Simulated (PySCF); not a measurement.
**Atomic charges against the basis set**

Compound: C5H12Si.
Z-matrix (Å and degrees, PBE0-D3(BJ)/def2-SVP geometry), rows numbered from 1:
```
C 
C   1  1.3383
Si  2  1.8787  1  124.99
C   3  1.8838  2  108.98  1  -121.41
C   3  1.8836  2  108.91  1   119.56
C   3  1.8810  2  109.68  1    -0.79
H   1  1.0964  2  122.40  3  -179.86
H   1  1.0963  2  121.87  3     0.13
H   2  1.1001  1  117.16  3   179.83
H   4  1.1018  3  111.02  2  -179.07
H   4  1.1013  3  111.03  2    60.71
H   4  1.1017  3  111.03  2   -59.21
H   5  1.1017  3  111.08  2    58.29
H   5  1.1019  3  111.02  2   178.18
H   5  1.1012  3  110.99  2   -61.63
H   6  1.1014  3  111.49  2   -60.49
H   6  1.1014  3  111.38  2    60.35
H   6  1.1016  3  110.35  2   179.89
```

PBE0 throughout (PySCF), one geometry, spherical d and f functions. Geometry: PBE0-D3(BJ)/def2-SVP; no solvent, vibrations or thermal averaging. Atoms taken as equivalent share a column and are averaged. The first 7 of 8 kinds of atom are listed.

Mulliken charges (e):

```tsv
basis	functions	C1	C2	Si3	C4/C5/C6	H7	H8	H9
STO-3G	46	-0.174	-0.257	+0.788	-0.401	+0.073	+0.071	+0.067
6-31G	82	-0.335	-0.409	+1.029	-0.811	+0.156	+0.157	+0.160
pcSseg-0	82	-0.373	-0.786	+1.786	-1.182	+0.220	+0.216	+0.233
6-31G*	112	-0.378	-0.299	+0.755	-0.762	+0.167	+0.168	+0.165
def2-SVP	148	-0.079	-0.262	+0.533	-0.322	+0.052	+0.049	+0.050
cc-pVDZ	148	-0.043	-0.218	+0.403	-0.261	+0.041	+0.041	+0.023
pcSseg-1	169	-0.179	-0.499	+0.950	-0.627	+0.120	+0.119	+0.126
6-311+G(2d,p)	242	-0.423	-0.234	+1.163	-0.771	+0.122	+0.122	+0.106
aug-cc-pVDZ	250	+0.773	+0.422	+1.689	+0.583	-0.374	-0.484	-0.703
def2-TZVP	264	-0.256	-0.232	+0.387	-0.494	+0.124	+0.131	+0.111
```

IAO charges (e):

```json
{"basis": "STO-3G", "functions": "46", "C1": "-0.258", "C2": "-0.378", "Si3": "+0.993", "C4/C5/C6": "-0.634", "H7": "+0.128", "H8": "+0.120", "H9": "+0.125"}
{"basis": "6-31G", "functions": "82", "C1": "-0.287", "C2": "-0.402", "Si3": "+0.989", "C4/C5/C6": "-0.714", "H7": "+0.147", "H8": "+0.141", "H9": "+0.147"}
{"basis": "pcSseg-0", "functions": "82", "C1": "-0.269", "C2": "-0.413", "Si3": "+1.010", "C4/C5/C6": "-0.719", "H7": "+0.142", "H8": "+0.135", "H9": "+0.146"}
{"basis": "6-31G*", "functions": "112", "C1": "-0.273", "C2": "-0.421", "Si3": "+1.077", "C4/C5/C6": "-0.713", "H7": "+0.140", "H8": "+0.135", "H9": "+0.140"}
{"basis": "def2-SVP", "functions": "148", "C1": "-0.268", "C2": "-0.418", "Si3": "+1.083", "C4/C5/C6": "-0.705", "H7": "+0.138", "H8": "+0.131", "H9": "+0.139"}
{"basis": "cc-pVDZ", "functions": "148", "C1": "-0.278", "C2": "-0.419", "Si3": "+1.075", "C4/C5/C6": "-0.711", "H7": "+0.141", "H8": "+0.135", "H9": "+0.142"}
{"basis": "pcSseg-1", "functions": "169", "C1": "-0.278", "C2": "-0.427", "Si3": "+1.099", "C4/C5/C6": "-0.719", "H7": "+0.142", "H8": "+0.136", "H9": "+0.143"}
{"basis": "6-311+G(2d,p)", "functions": "242", "C1": "-0.289", "C2": "-0.432", "Si3": "+1.110", "C4/C5/C6": "-0.735", "H7": "+0.146", "H8": "+0.141", "H9": "+0.147"}
{"basis": "aug-cc-pVDZ", "functions": "250", "C1": "-0.290", "C2": "-0.424", "Si3": "+1.082", "C4/C5/C6": "-0.725", "H7": "+0.147", "H8": "+0.140", "H9": "+0.147"}
{"basis": "def2-TZVP", "functions": "264", "C1": "-0.287", "C2": "-0.435", "Si3": "+1.121", "C4/C5/C6": "-0.739", "H7": "+0.146", "H8": "+0.140", "H9": "+0.146"}
```

Hirshfeld charges (e):

```tsv
basis	functions	C1	C2	Si3	C4/C5/C6	H7	H8	H9
STO-3G	46	-0.070	-0.120	+0.434	-0.131	+0.021	+0.018	+0.015
6-31G	82	-0.087	-0.143	+0.362	-0.202	+0.043	+0.041	+0.041
pcSseg-0	82	-0.086	-0.140	+0.406	-0.203	+0.042	+0.036	+0.034
6-31G*	112	-0.084	-0.141	+0.343	-0.201	+0.043	+0.042	+0.043
def2-SVP	148	-0.089	-0.141	+0.393	-0.213	+0.043	+0.040	+0.038
cc-pVDZ	148	-0.088	-0.140	+0.387	-0.210	+0.042	+0.040	+0.038
pcSseg-1	169	-0.090	-0.142	+0.401	-0.216	+0.043	+0.042	+0.039
6-311+G(2d,p)	242	-0.092	-0.147	+0.389	-0.214	+0.044	+0.043	+0.042
aug-cc-pVDZ	250	-0.095	-0.147	+0.400	-0.223	+0.046	+0.044	+0.043
def2-TZVP	264	-0.093	-0.145	+0.388	-0.218	+0.045	+0.043	+0.042
```

Some averages cover members that differ in this geometry, most widely: C4/C5/C6, Mulliken in 6-311+G(2d,p) -0.808 to -0.750; C4/C5/C6, Mulliken in aug-cc-pVDZ +0.565 to +0.619; C4/C5/C6, Mulliken in def2-TZVP -0.518 to -0.482 e.

Which scheme is steadiest as the basis changes?

Largest range over the bases for any column: Hirshfeld 0.09 e, IAO 0.13 e, Mulliken 1.77 e. Hirshfeld charges move least and Mulliken charges most, counted in e. Without the minimal STO-3G basis the ranges are Hirshfeld 0.06, IAO 0.13, Mulliken 1.77 e.

How much do the charges still move between the two largest bases, aug-cc-pVDZ and def2-TZVP?

At most, over all atoms: Mulliken 1.302 e, IAO 0.038 e, Hirshfeld 0.013 e.

What do the same runs give for the total energy, the frontier levels and the dipole moment?

```
        basis  energy (Eh)  HOMO (eV)  LUMO (eV)  μ (D)
       STO-3G    -481.2278      -5.55       3.65   0.34
        6-31G    -486.7968      -7.35       0.38   0.14
     pcSseg-0    -486.1196      -7.69       0.09   0.07
       6-31G*    -486.8640      -7.31       0.32   0.14
     def2-SVP    -486.6569      -7.52       0.05   0.18
      cc-pVDZ    -486.8904      -7.43       0.13   0.21
     pcSseg-1    -486.8549      -7.60      -0.10   0.15
6-311+G(2d,p)    -486.9567      -7.58      -0.25   0.17
  aug-cc-pVDZ    -486.9052      -7.56      -0.23   0.18
    def2-TZVP    -486.9726      -7.58      -0.17   0.14
```

The dipole is fixed by the density alone, so its range of 0.27 D shows that the density itself changes with the basis, not only its division among atoms.
